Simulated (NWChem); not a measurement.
Program: NWChem. System: HCl$_{4}$Si$_{2}$, charge 1, spin multiplicity 1, at the geometry of a parent with another charge or spin, in a state set for the comparison that need not be this species' ground state. Level: LDA (SVWN5)/def2-SVP.

Part of the output:

```
             Northwest Computational Chemistry Package (NWChem) 7.3.0
             --------------------------------------------------------

                                NWChem Input Module
                                -------------------

 Scaling coordinates for geometry "geometry" by  1.889725989
 (inverse scale =  0.529177249)

 Turning off AUTOSYM since
 SYMMETRY directive was detected!

                             Geometry "geometry" -> ""
                             -------------------------

 Output coordinates in angstroms (scale by  1.889725989 to convert to a.u.)

  No.       Tag          Charge          X              Y              Z
 ---- ---------------- ---------- -------------- -------------- --------------
    1 Cl                  17.0000    -0.59675700    -2.00773800     1.70073600
    2 Si                  14.0000     0.28550000    -1.17554500     0.00000000
    3 Cl                  17.0000    -0.59675700    -2.00773800    -1.70073600
    4 Si                  14.0000    -0.22401300     1.14809000     0.00000000
    5 Cl                  17.0000     0.62078500     1.97627500     1.70094800
    6 Cl                  17.0000     0.62078500     1.97627500    -1.70094800
    7 H                    1.0000    -1.67776300     1.45410400     0.00000000

 Effective nuclear repulsion energy (a.u.)     663.8016231729

            Nuclear Dipole moment (a.u.)
            ----------------------------
        X                 Y               Z
 ---------------- ---------------- ----------------
     0.0000132281    -0.0000151178     0.0000000000

      Symmetry information
      --------------------

 Group name             Cs
 Group number              2
 Group order               2
 No. of unique centers     5

      Symmetry unique atoms

     1    2    4    5    7


 Summary of "ao basis" -> "" (spherical)
 ------------------------------------------------------------------------------
       Tag                 Description            Shells   Functions and Types
 ---------------- ------------------------------  ------  ---------------------
 *                          def2-svp                  on all atoms

                                 NWChem DFT Module
                                 -----------------

 Summary of "ao basis" -> "ao basis" (spherical)
 ------------------------------------------------------------------------------
       Tag                 Description            Shells   Functions and Types
[...]
 Vector   47  Occ=2.000000D+00  E=-4.590000D-01  Symmetry=a"
              MO Center=  5.5D-01,  1.9D+00, -1.2D-12, r^2= 4.3D+00
   Bfn.  Coefficient  Atom+Function         Bfn.  Coefficient  Atom+Function
  ----- ------------  ---------------      ----- ------------  ---------------
    85      0.336390  5 Cl pz               103      0.336390  6 Cl pz
    82      0.262824  5 Cl pz               100      0.262824  6 Cl pz
    83     -0.233763  5 Cl px               101      0.233763  6 Cl px
    80     -0.186635  5 Cl px                98      0.186635  6 Cl px
    84     -0.173779  5 Cl py               102      0.173779  6 Cl py

 Vector   48  Occ=2.000000D+00  E=-4.587915D-01  Symmetry=a'
              MO Center=  2.6D-01,  1.1D+00,  1.5D-12, r^2= 6.0D+00
   Bfn.  Coefficient  Atom+Function         Bfn.  Coefficient  Atom+Function
  ----- ------------  ---------------      ----- ------------  ---------------
    83     -0.301853  5 Cl px               101     -0.301853  6 Cl px
    21      0.288158  2 Si s                 80     -0.236454  5 Cl px
    98     -0.236454  6 Cl px                84      0.206013  5 Cl py
   102      0.206013  6 Cl py               109     -0.170763  7 H  s
    81      0.161399  5 Cl py                99      0.161399  6 Cl py

 Vector   49  Occ=0.000000D+00  E=-4.023182D-01  Symmetry=a'
              MO Center=  2.1D-01, -9.3D-01, -7.5D-17, r^2= 4.4D+00
   Bfn.  Coefficient  Atom+Function         Bfn.  Coefficient  Atom+Function
  ----- ------------  ---------------      ----- ------------  ---------------
    29      0.343324  2 Si px                26      0.333686  2 Si px
    21      0.302446  2 Si s                 11     -0.263695  1 Cl px
    47     -0.263695  3 Cl px                22      0.239577  2 Si s
    63      0.196368  4 Si py                 8     -0.184051  1 Cl px
    44     -0.184051  3 Cl px                57     -0.182565  4 Si s

 Vector   50  Occ=0.000000D+00  E=-2.650159D-01  Symmetry=a"
              MO Center=  9.7D-02, -2.4D-01, -7.7D-15, r^2= 4.5D+00
   Bfn.  Coefficient  Atom+Function         Bfn.  Coefficient  Atom+Function
  ----- ------------  ---------------      ----- ------------  ---------------
    31      0.637943  2 Si pz                67      0.467622  4 Si pz
    28      0.311125  2 Si pz                 4     -0.232268  1 Cl s
    40      0.232268  3 Cl s                 12     -0.216166  1 Cl py
    48      0.216166  3 Cl py                64      0.206635  4 Si pz
    84      0.200777  5 Cl py               102     -0.200777  6 Cl py

 Vector   51  Occ=0.000000D+00  E=-2.639208D-01  Symmetry=a'
              MO Center= -1.2D-02, -5.8D-01,  1.4D-14, r^2= 4.9D+00
   Bfn.  Coefficient  Atom+Function         Bfn.  Coefficient  Atom+Function
  ----- ------------  ---------------      ----- ------------  ---------------
    21      0.447726  2 Si s                 65     -0.419075  4 Si px
    29     -0.386187  2 Si px                30     -0.376294  2 Si py
    13      0.367065  1 Cl pz                49     -0.367065  3 Cl pz
    22      0.274328  2 Si s                  4     -0.244825  1 Cl s
    40     -0.244825  3 Cl s                 57     -0.238778  4 Si s

 center of mass
 --------------
 x =   0.01641476 y =  -0.01443020 z =   0.00000000

 moments of inertia (a.u.)
 ------------------
        3704.518142169176        -537.682761293129           0.000000000000
        -537.682761293129        1653.421187803006           0.000000000000
           0.000000000000           0.000000000000        2467.945246566607

     Multipole analysis of the density
     ---------------------------------

     L   x y z        total         alpha         beta         nuclear
     -   - - -        -----         -----         ----         -------
     0   0 0 0      1.000000    -48.000000    -48.000000     97.000000

     1   1 0 0     -0.059342     -0.029677     -0.029677      0.000013
     1   0 1 0     -0.823123     -0.411554     -0.411554     -0.000015
     1   0 0 1      0.000000      0.000000      0.000000      0.000000

     2   2 0 0    -49.651830    -78.158578    -78.158578    106.665325
     2   1 1 0     -1.120107   -128.600899   -128.600899    256.081691
     2   1 0 1      0.000000      0.000000      0.000000      0.000000
     2   0 2 0    -43.230752   -574.704662   -574.704662   1106.178573
     2   0 1 1      0.000000      0.000000      0.000000      0.000000
     2   0 0 2    -48.225450   -375.353182   -375.353182    702.480914

 Task  times  cpu:        1.9s     wall:        1.9s

 Total times  cpu:        1.9s     wall:        1.9s
```

### Question
Write an NWChem input that would produce this output.

### Answer
One answer among several that fit: 
```
start mol
memory heap 200 mb stack 900 mb global 1100 mb
charge 1
geometry units angstroms nocenter noautoz
  Cl    -0.596757    -2.007738     1.700736
  Si     0.285500    -1.175545     0.000000
  Cl    -0.596757    -2.007738    -1.700736
  Si    -0.224013     1.148090     0.000000
  Cl     0.620785     1.976275     1.700948
  Cl     0.620785     1.976275    -1.700948
  H     -1.677763     1.454104     0.000000
  symmetry group Cs
end
basis spherical
  * library def2-svp
end
dft
  xc slater vwn_5
  semidirect memsize 60000000 filesize 0
  iterations 100
end
task dft energy
```
